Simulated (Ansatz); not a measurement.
HAlClO, SMILES `[OH][Al-][Cl]` (excited triplet; H–O–Al–Cl torsion 95°) (charge -1, multiplicity 3). This triplet is an excited state, 1.94 eV above the relaxed singlet at the level frozen-core CCSD(T)/aug-cc-pVTZ // PBE0-D3(BJ)/def2-TZVPD (Ansatz, an electronic-structure program).

Calculation: PBE0/aug-cc-pVTZ // PBE0-D3(BJ)/def2-TZVPD in Ansatz.

Ansatz 0.2 input:
```yaml
crystal:
  periodic: [false, false, false]
  atoms:
    - { symbol: O, position_ang: [-1.092327, 0.050861, 0.393966] }
    - { symbol: Al, position_ang: [0.382499, 0.787758, -0.237278] }
    - { symbol: Cl, position_ang: [2.242605, -0.375028, 0.125482] }
    - { symbol: H, position_ang: [-1.532778, -0.463591, -0.28217] }
basis:
  gaussian: { orbitals: aug-cc-pVTZ }
hamiltonian:
  xc: pbe0
total_charge: -1
magnetization:
  spin_polarized: true
  initial_magnetization: 2
```

Output:

```
Functional definition: PBE0
1014 factors; their error is unknown
mean field evaluation 1: about -21176.1932 eV, gradient 1.6e1 eV
mean field evaluation 2: about -21174.2635 eV, gradient 3.0e1 eV
mean field evaluation 4: about -21177.6039 eV, gradient 9.1e-1 eV
mean field evaluation 8: about -21177.6267 eV, gradient 6.1e-2 eV
mean field evaluation 16: about -21177.6600 eV, gradient 7.7e-4 eV
mean field evaluation 32: about -21177.1152 eV, gradient 3.6e0 eV
mean field -21177.65996453 eV, -778.2646489629 hartree, gradient 2.1e-5 eV, S^2 2.001642; 7 other end points of the search recorded, 0 dependent functions left out
reference -21177.66000715 eV, -778.2646505291 hartree; 21, 19 occupied and 148, 150 virtual orbitals, 1014 factors
Total energy: -21177.66000715 eV, -778.2646505291 hartree
```
